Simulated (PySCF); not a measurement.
H₃BCl₂FN, singlet at its PBE0/def2-SVP optimised geometry (Å):

```
8

B     -0.2050    -0.7708     0.0000
F     -0.7497    -1.2786     1.1381
Cl     1.6308    -0.7708     0.0000
Cl    -0.9577    -1.4379    -1.5358
N     -0.6128     0.8121     0.0000
H     -0.2564     1.2647    -0.8436
H     -0.2100     1.2786     0.8166
H     -1.6308     0.9123     0.0193
```

Calculation: PBE0/def2-TZVP in PySCF 2.14.0. Cells within 0.4 Å of a nucleus heavier than hydrogen are left out (blank, or x).

Map of the HOMO−1 amplitude (bohr^(-3/2)) on the plane z = 0.0 Å; orbital energy -8.55 eV, overall sign arbitrary:

```
|555555555555555555555555555|
|555555555555555555555555555|
|555555555555555555555555555|
|555555555555555555555555555|
|555555555555555555555555555|
|555555555555555555555555555|
|555555555555445555555555555|
|555555555554445555555555555|
|555555555554445555555555555|
|555555555554445555555555555|
|5555555555xxx45555555555555|
|5555555555xxx45566666555555|
|555555555555555567777655555|
|555555555555555678998665555|
|555554444444555568998765555|
|555544444445xx4556xx7655555|
|555554444555xx4332xx4455555|
|555555555555544320002344455|
|555555555555554321012344445|
|555555555555554432223344445|
|555555555555554443333444445|
|555555555555554444444444445|
|555555555555555444444444445|
|555555555555555444444444455|
|555555555555555544444444555|
|555555555555555554444455555|
|555555555555555555555555555|
```
Scale: ten equal steps from -0.192 (start of '0') to 0.188 (end of '9'), in the order '0123456789'; x runs from -4.00 to 4.00, y from -4.00 (bottom) to 4.00 (top).
